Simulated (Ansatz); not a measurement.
Program: Ansatz. Geometries: PBE0-D4/def2-TZVP. ΔE: electronic, gas phase. CCSD(T)/CBS adds triple-zeta CCSD(T) − MP2 to the extrapolated MP2 energy (def2 sets, frozen cores). Each species was taken in one conformer, which may not be the lowest.

Consider the redistribution: `COB(N)O` + `NC[SiH](N)N` → `NCB(N)O` + `CO[SiH](N)N`.

| level | ΔE (kJ/mol) |
| --- | --- |
| CCSD/def2-TZVPP | -23.9 |
| SCS-MP2/def2-QZVPP | -25.4 |

(1) What does CCSD(T)/CBS give? (An estimate is asked.)

Largest T1 diagnostic among the species: 0.011.

## Answers

(1) Computed: -23.9 kJ/mol. The listed levels differ from it by 0.0, -1.5 kJ/mol.
